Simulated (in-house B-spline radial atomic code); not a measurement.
The numbers below are computed, except where a source is named.
## I in an electron gas of r_s = 3: phase shifts, screening, friction and resistivity

A nucleus sits in a uniform electron gas with a rigid positive background. The Kohn-Sham equations are solved self-consistently in the spin-unpolarised LDA (PW92), non-relativistic, on B-splines with outgoing waves at the boundary and partial waves to l = 8. The model has no lattice, no bands and no magnetic solution. Atomic units; δ_l are the phase shifts at the Fermi level, counted so that each bound state adds π, and good to about 0.0005.

The density parameter is r_s = 3 bohr, near that of the valence electrons of Ag (1 per atom, density 10.5 g/cm³, mass 107.87 u, which gives r_s = 3.02).

```tsv
l	δ_l (rad)
0	14.2935
1	11.6728
2	6.7398
3	0.0346
4	0.0006
5	0.0002
6	0.0000
7	0.0002
8	0.0001
```

Bound levels below the band bottom (hartree): s -5.865, p -4.323, d -1.69, s -0.3762, p -0.06769 and deeper ones.

(1) Check the Friedel sum rule, and say where the screening charge sits.

(2) Find the transport cross section and the electronic stopping of a 10 keV I ion (mass 126.9 u).

(3) What residual resistivity would 1 atomic per cent of such centres give in Ag?

(4) On a substitutional site the background of one host ion, a sphere holding 1 charge, is taken out. The phase shifts for l = 0 to 4 become 14.1625, 11.5189, 6.5513, 0.0287, 0.0012. What follows?

Answers

(1) k_F = (9π/4)^(1/3)/r_s = 0.63972. The rule is Z = (2/π) Σ (2l + 1) δ_l. The terms are s 9.100, p 22.293, d 21.453, f 0.154 and 0.008 beyond, in all 53.008 against Z = 53. Bound states hold 10 s, 24 p, 20 d electrons, so the scattering states carry -0.99 in all; where a term is smaller than its bound count, the bound level has drawn weight out of the band.

(2) σ_tr = (4π/k_F²) Σ (l + 1) sin²(δ_l − δ_(l+1)). The terms for l = 0 to 3 are 0.2477, 1.9042, 0.5033, 0.0046, all together 2.6598, so σ_tr = 30.707 × 2.6598 = 81.674 bohr². With n = 3/(4π r_s³) = 0.008842, the friction coefficient is Q = n k_F σ_tr = 0.4620. For v well below v_F = 0.640, dE/dx = Q v; with 24801 eV per u at v = 1, v = √(10000/(24801 × 126.9)) = 0.0564, so dE/dx = 0.02604 hartree/bohr = 13.4 eV/nm. The largest term couples the p and d waves.

(3) Δρ = k_F n_i σ_tr/n in atomic units of 21.74 μΩ·cm. With one host atom per 1 electron, n_i/n = 0.01/1, so Δρ = 0.6397 × 0.01000 × 81.674 × 21.74 = 11.36 μΩ·cm. This is an atom added to the gas, as on an interstitial site.

(4) The Friedel sum is now 52.01, for Z − 1 = 52. The sum in σ_tr is 2.2724, so σ_tr = 69.78 bohr² and Δρ = 9.70 μΩ·cm per atomic per cent, 0.85 times the value above. A real host ion scatters too, so this model doesn't give zero even for the host's own atom.
